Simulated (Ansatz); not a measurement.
```xyz
10

B     1.492   -1.805    1.139
Ga   -0.151   -0.831    0.323
O     0.195    0.811   -0.303
C    -0.766    1.642   -0.894
H     2.204   -2.502    0.476
H     1.766   -1.713    2.300
H    -1.656   -1.258    0.146
H    -0.468    1.893   -1.919
H    -1.764    1.183   -0.936
H    -0.851    2.579   -0.332
```

Charge 0, multiplicity 1.

Problem. List the B3LYP/def2-TZVPP orbital energies in eV (Ansatz). (Estimate.)

Solution. The calculation gave: Occupied: -10137.48, -1249.26, -1106.51, -1106.40, -1106.39, -519.92, -277.66, -184.41, -149.33, -102.78, -102.53, -102.48, -26.80, -22.56, -22.48, -22.43, -22.33, -22.28, -17.87, -14.15, -12.83, -11.81, -11.61, -10.29, -9.92, -7.77, -7.56, -7.45. Lowest empty: -2.66, -1.23, 0.75, 1.24, 1.89, 2.47, 2.60, 2.98.

B3LYP here is the variant with VWN-RPA as its local correlation; programs differ in this.
